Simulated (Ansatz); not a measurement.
One change: `[Cl][In]([Cl])[GeH3]` becomes `[CH3][In]([Cl])[Cl]`.

Ansatz, PBE0-D4/def2-TZVP geometries, multiplicity 1. 

Elements past krypton have def2 core potentials. Scalar relativity is left out up to krypton.

| property | `[Cl][In]([Cl])[GeH3]` |
| --- | --- |
| size of the dipole moment (PBE/def2-TZVPP) / D | 3.70 |
| HOMO–LUMO gap (PBE0/def2-TZVPP) / eV | 6.19 |
| LUMO energy (ωB97M-V/def2-TZVPP) / eV | -0.45 |
| HOMO energy (B3LYP/def2-TZVPP) / eV | -8.02 |
| LUMO energy (PBE/def2-TZVPP) / eV | -2.74 |
| size of the dipole moment (B3LYP/def2-TZVPP) / D | 3.82 |

(1) What does the change do to each property? (Best estimate.)

## Answers

(1) The calculation gave: 
```tsv
property	`[CH3][In]([Cl])[Cl]`	shift
size of the dipole moment (PBE/def2-TZVPP) / D	3.62	-0.08
HOMO–LUMO gap (PBE0/def2-TZVPP) / eV	6.90	0.71
LUMO energy (ωB97M-V/def2-TZVPP) / eV	0.05	0.50
HOMO energy (B3LYP/def2-TZVPP) / eV	-8.27	-0.25
LUMO energy (PBE/def2-TZVPP) / eV	-2.50	0.24
size of the dipole moment (B3LYP/def2-TZVPP) / D	3.70	-0.12
```

With PBE0 the HOMO falls by 0.27 eV and the LUMO rises by 0.45 eV, so the gap widens by about 0.72 eV. PBE moves the HOMO by -0.13 eV and ωB97M-V by -0.43 eV. Dipoles are sizes alone; their direction can turn.

B3LYP here is the variant with VWN-RPA as its local correlation; programs differ in this.
